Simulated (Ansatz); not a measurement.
CH$_{7}$BSSi (`CBS[SiH3]`) at its PBE0-D4/def2-TZVP geometry, where that method's forces vanish. Charge 0, multiplicity 1.

```xyz
11

C     2.2221   -0.0122    0.0567
B     0.6769    0.1731    0.0749
S    -0.4117   -1.1724   -0.3923
Si   -2.3053   -0.1924   -0.1256
H     2.6719    0.7399   -0.6025
H     2.5652   -0.9999   -0.2548
H     2.6266    0.2016    1.0534
H     0.1883    1.2188    0.4013
H    -2.4673    0.2413    1.2834
H    -3.3579   -1.1803   -0.4698
H    -2.4088    0.9826   -1.0247
```

(1) What forces (eV/Å) does B3LYP-D4/def2-TZVPP give on these atoms in Ansatz 0.2.0? (Estimate.)

Answers

(1) Ansatz gave: 
```
C1   0.072  0.022  0.011
B2   0.001  0.181  0.057
S3   0.055 -0.124 -0.038
Si4 -0.267  0.080  0.018
H5   0.001 -0.039  0.023
H6  -0.004  0.051  0.016
H7   0.003 -0.018 -0.042
H8   0.076 -0.120 -0.036
H9   0.003 -0.024 -0.096
H10  0.062  0.068  0.023
H11 -0.001 -0.076  0.065
```

B3LYP here is the variant with VWN-RPA as its local correlation; programs differ in this.
